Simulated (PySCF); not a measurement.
Continuum solvent and chemical shifts

Bonds (- single, = double, # triple, : aromatic): F1-C2, C2:C3, C3:C4, C4:C5, C5:C6, C6-C7, C7-Si8, C6:C9, C9:C2. C3 carries H10; C4 carries H11; C5 carries H12; C7 carries H13, H14; Si8 carries H15, H16, H17; C9 carries H18.

GIAO PBE0/pcSseg-1 in PySCF on one PBE0-D3(BJ)/def2-SVP conformer, non-relativistic, equivalent nuclei averaged. Solvents enter as an IEF-PCM continuum (chloroform with ε = 4.7, acetonitrile with ε = 35.7) around the gas-phase geometry. Shifts are referred to CFCl3, TMS computed in the same medium.

Gas phase, δ in ppm: F1 -110.8, C2 170.7, C6 148.0, C4 135.8, C5 127.8, C9 119.8, C3 117.1, C7 19.8, Si8 -56.5, H11 7.34, H12 6.96, H18 6.92, H10 6.90, H15/H16/H17 3.95. Dipole moment 1.63 D.

(1) How does each δ change in the continuum?

(2) Which nuclei move most (in ppm), and what does the model miss?

## Answers

(1) 
```
      atoms                                environment  Δδ, chloroform  Δδ, acetonitrile
         F1                              aryl fluorine            -3.5              -4.4
         C2           aromatic carbon bearing fluorine            +0.4              +0.5
         C6                substituted aromatic carbon            +2.2              +3.1
         C4                                aromatic CH            +1.1              +1.6
         C5                                aromatic CH            +1.6              +2.3
         C9                                aromatic CH            +0.8              +1.1
         C3                                aromatic CH            +0.4              +0.6
         C7  sp3 CH2 bonded to Si, on an aromatic ring            +0.3              +0.5
        Si8                   silicon bonded to C, 3 H            +0.8              +1.2
        H11                 hydrogen on an aromatic CH           +0.17             +0.24
        H12                 hydrogen on an aromatic CH           +0.21             +0.30
        H18                 hydrogen on an aromatic CH           +0.18             +0.26
        H10                 hydrogen on an aromatic CH           +0.14             +0.19
H15/H16/H17          hydrogen on a silicon bonded to C           -0.05             -0.08
```

Changes are relative to the gas phase. The dipole moment becomes 2.02 D in chloroform, 2.18 D in acetonitrile.

(2) F1 (aryl fluorine, -4.4 ppm) in acetonitrile. A continuum only polarises the solute; specific hydrogen bonds, the anisotropy of aromatic solvents and changes of geometry or conformer are outside it.
